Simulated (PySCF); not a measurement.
# Electron correlation in N³⁺ (nitrogen, charge +3)

[He] 2s2, closed-shell 1S. Calculation: PySCF 2.14, in def2-TZVPPD; no relativity, point nucleus. Frozen: nothing; 4 electrons correlated.

MP2 pair energies summed by pair of shells (mhartree):

| pair | energy | share (%) |
| --- | --- | --- |
| 2s-2s | -49.31 | 75.9 |
| 1s-1s | -11.66 | 17.9 |
| 1s-2s | -4.02 | 6.2 |

Total MP2 correlation energy: -65.00 mhartree.

Same-spin part -0.35 and opposite-spin part -64.65 mhartree; SCS-MP2 scales them by 1/3 and 6/5 to -77.69 mhartree.

MP2 falls well short for the outer s pair, which is nearly degenerate with np².

This basis was not built for core-valence correlation, so the inner-shell part is incomplete.
